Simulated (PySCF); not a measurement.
C3H8O4Si.
SMILES: `CO[SiH2]OCC(=O)O`

The closed-shell ground state was solved at several levels (PySCF, density fitting, gas phase, non-relativistic). Isolated species at its PBE0-D3(BJ)/def2-SVP geometry (one conformer only).

| level | basis functions | total energy (Eh) | HOMO (eV) | LUMO (eV) | gap (eV) | dipole (D) |
| --- | --- | --- | --- | --- | --- | --- |
| PBE0/pcSseg-1 | 183 | -708.9621 | -7.62 | -0.26 | 7.36 | 2.57 |
| wB97X-D/def2-SVPD | 240 | -709.0823 | -9.61 | 1.42 | 11.03 | 2.53 |

(1) What might B3LYP/pcSseg-1 (183 basis functions) give for the same quantities?

(2) Over all these levels, which gives the widest orbital gap and which the narrowest?

(3) How far do the dipole and the HOMO energy spread over the levels?

Answers

(1) Total energy -709.5743 Eh, HOMO -7.38 eV, LUMO -0.55 eV, gap 6.83 eV, dipole 2.56 D.

(2) wB97X-D/def2-SVPD (range-separated hybrid) has the widest, 11.03 eV, and B3LYP/pcSseg-1 (global hybrid, 20 % exact exchange) the narrowest, 6.83 eV. Functional and basis both differ between the two, so the spread mixes both effects.

(3) The dipole runs from 2.53 to 2.57 D (mean 2.55 D) and the HOMO from -9.61 to -7.38 eV.

The pairwise dispersion term of wB97X-D wasn't added to the energies; at a given geometry it leaves orbitals and properties as they are.
